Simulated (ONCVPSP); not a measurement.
How hard is this Pd ONCV potential?

Pd, optimised norm-conserving Vanderbilt (ONCV), made with ONCVPSP 4.0.1 (PW91, fully relativistic). Core [Ar] 3d10, reference 4s2 4p6 4d7 (charge +3). Waves: 4s: rc 1.60 bohr, ncon 3, nbas 7, qcut 7.8 1/bohr, 2 projectors, debl 3.1 Ha; 4p: rc 1.50 bohr, ncon 4, nbas 8, qcut 10.5 1/bohr, 2 projectors, debl 2.5 Ha; 4d: rc 2.52 bohr, ncon 5, nbas 10, qcut 8.5 1/bohr, 1 projector. Local part: polynomial inside 1.15 bohr (lpopt 5, dvloc0 6 Ha). Core correction: none.

Open shells are filled in proportion to 2j + 1.

In the s channel the program set the typed energies aside and used -4.634, 0.050 Ha. In the p channel the program set the typed energies aside and used -3.309, 0.250 Ha (j = l + 1/2; the other j can differ).

Q: For each optimised wave give the share of its norm inside rc, the residual kinetic energy above qcut (Ha) and the cutoffs (Ha) for errors of 10, 1, 0.1 and 0.01 mHa per electron.

A:

```tsv
wave	norm inside rc	residual KE	10 mHa	1 mHa	0.1 mHa	0.01 mHa
4s	0.967	1.7e-06	14.6	20.4	24.5	27.5
s projector 2	0.035	1.4e-06	6.0	18.0	23.4	27.1
4p j=3/2	0.894	4.0e-08	13.6	30.3	38.3	44.1
p projector 2 j=3/2	0.035	6.7e-08	10.7	24.1	36.2	43.4
4p j=1/2	0.909	3.7e-08	13.9	28.8	37.6	43.7
p projector 2 j=1/2	0.038	7.5e-08	11.3	17.5	35.8	43.4
4d j=5/2	0.969	1.9e-10	16.6	20.6	24.0	26.8
4d j=3/2	0.971	1.8e-10	16.7	20.7	24.1	26.9
```

The occupied waves need 30 Ha and 38 Ha for 1 and 0.1 mHa. 1 of 4 tests not solved or not reliable.
